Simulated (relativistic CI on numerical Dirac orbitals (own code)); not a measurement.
## V I: calculation against measurement

Method of calculation: Dirac-Coulomb-Breit CI, separate exchange-only KLI orbitals for each configuration, a model potential for QED, valence Slater integrals scaled by 0.85, P86 correlation estimate, and configurations built on the next ion tied to the tabulated ionisation energy (semi-empirical) (own radial code, finite nucleus).

CI space (outside the closed core [Ar]): 3d3 4s2, 3d4 4s, 3d4 4p, 3d3 4s 4p, 3d5, 3d4 4d, 3d4 5s, 3d4 4f, 3d3 4p2, 3d3 4s 4d, 3d3 4s 5s, 3d2 4s2 4p, 3d3 4s 6s, 3d3 4s 5p, 3d3 4s 4f, 3d3 4s 6p, 3d3 4s 5d, 3d4 5p, 3d3 4d2, 3d3 4s 5g, 3d3 4s 5f, 3d3 4s 6d, 3d3 4s 6g, 3d2 4s2 6s. Levels of other configurations are missing.

```tsv
Configuration	Term (tabulated)	J	Measured (cm⁻¹)	Computed	Error	Purity (%)
3d3 4s2	a 4F	3/2	0.0	0	0	93
3d3 4s2	a 4F	5/2	137.4	132	-6	93
3d3 4s2	a 4F	7/2	323.5	311	-13	93
3d3 4s2	a 4F	9/2	553.0	533	-20	93
3d4 4s	a 6D	1/2	2112.3	5002	2890	96
3d4 4s	a 6D	3/2	2153.2	5033	2880	96
3d4 4s	a 6D	5/2	2220.1	5084	2864	96
3d4 4s	a 6D	7/2	2311.4	5154	2843	96
3d4 4s	a 6D	9/2	2424.8	5242	2817	96
3d4 4s	a 4D	1/2	8413.0	11968	3555	89
3d4 4s	a 4D	3/2	8476.2	12020	3544	89
3d4 4s	a 4D	5/2	8578.5	12104	3525	89
3d4 4s	a 4D	7/2	8715.8	12217	3501	89
3d3 4s2	a 4P	1/2	9544.6	10557	1012	87
3d3 4s2	a 4P	3/2	9637.0	10636	999	87
3d3 4s2	a 4P	5/2	9824.6	10804	979	87
3d4 4p	z 6P°	3/2	24648.1	29382	4734	78
3d4 4p	z 6P°	5/2	24727.9	29464	4736	78
3d4 4p	z 4P°	1/2	24770.7	27044	2274	67
3d4 4p	y 6F°	1/2	24789.4	26797	2008	91
3d4 4p	y 6F°	3/2	24830.2	26838	2008	93
3d4 4p	z 6P°	7/2	24838.5	29570	4732	78
3d4 4p	y 6F°	5/2	24898.8	26903	2004	96
3d4 4p	z 4P°	3/2	24915.1	27205	2290	57
3d4 4p	y 6F°	7/2	24992.9	26988	1995	97
3d4 4p	y 6F°	9/2	25111.5	27093	1981	98
3d4 4p	z 4P°	5/2	25131.0	27403	2272	74
3d4 4p	y 6F°	11/2	25253.4	27216	1963	98
3d4 4p	y 6D°	1/2	26397.5	28869	2471	92
3d4 4p	y 6D°	3/2	26437.6	28901	2463	81
3d4 4p	y 6D°	5/2	26505.9	28974	2468	57
3d4 4p	y 6D°	7/2	26604.8	29058	2454	73
3d4 4p	y 6D°	9/2	26738.3	29174	2436	77
3d3 4s 4p	y 6P°	3/2	29202.8	24194	-5008	77
3d3 4s 4p	y 6P°	5/2	29296.4	24281	-5015	77
3d3 4s 4p	y 6P°	7/2	29418.1	24398	-5020	77
3d3 4s 4p	x 4F°	7/2	31268.1	28989	-2279	71
3d3 4s 4p	x 4F°	9/2	31317.4	29050	-2267	73
```

Measured levels from NIST Handbook of Basic Atomic Spectroscopic Data (Sansonetti and Martin, J. Phys. Chem. Ref. Data 34, 1559 (2005)); pairs were made by configuration, J and term (by order where the table uses no LS term), so strongly mixed levels may be paired wrongly.

Mean error by configuration (cm⁻¹): 3d3 4s2 492; 3d4 4s 3158; 3d4 4p 2664; 3d3 4s 4p -3918. Over the excited levels the mean absolute error is 2603 cm⁻¹ (37 of the 51 excited levels that our extract of the source holds in range could be paired, and the others can miss by more), and the median relative error of those above 1,000 cm⁻¹ is 10 %.

Transition probabilities of persistent lines. The last column rescales the computed rate by the cube of measured over computed energy:

| λ measured (Å) | Lower | Upper | A tabulated (s⁻¹) | A computed | A rescaled |
| --- | --- | --- | --- | --- | --- |
| 4111.78 air | 3d4 4s a 6D_9/2 | 3d4 4p y 6D°_9/2 | 1.01e+08 | 9.97e+07 | 1.05e+08 |
| 4115.18 air | 3d4 4s a 6D_7/2 | 3d4 4p y 6D°_7/2 | 5.80e+07 | 5.61e+07 | 5.88e+07 |
| 4128.06 air | 3d4 4s a 6D_5/2 | 3d4 4p y 6D°_3/2 | 7.70e+07 | 7.04e+07 | 7.40e+07 |
| 4131.99 air | 3d4 4s a 6D_7/2 | 3d4 4p y 6D°_5/2 | 5.50e+07 | 3.42e+07 | 3.59e+07 |
| 4379.23 air | 3d4 4s a 6D_9/2 | 3d4 4p y 6F°_11/2 | 1.10e+08 | 1.08e+08 | 1.21e+08 |
| 4384.71 air | 3d4 4s a 6D_7/2 | 3d4 4p y 6F°_9/2 | 1.10e+08 | 8.81e+07 | 9.89e+07 |
| 4389.98 air | 3d4 4s a 6D_5/2 | 3d4 4p y 6F°_7/2 | 6.90e+07 | 6.92e+07 | 7.77e+07 |
| 4395.22 air | 3d4 4s a 6D_3/2 | 3d4 4p y 6F°_5/2 | 5.50e+07 | 5.08e+07 | 5.71e+07 |
| 4408.19 air | 3d4 4s a 6D_5/2 | 3d4 4p y 6F°_5/2 | 6.00e+07 | 4.76e+07 | 5.34e+07 |
| 6090.21 air | 3d4 4s a 4D_7/2 | 3d4 4p z 4P°_5/2 | 2.60e+07 | 2.21e+07 | 2.79e+07 |
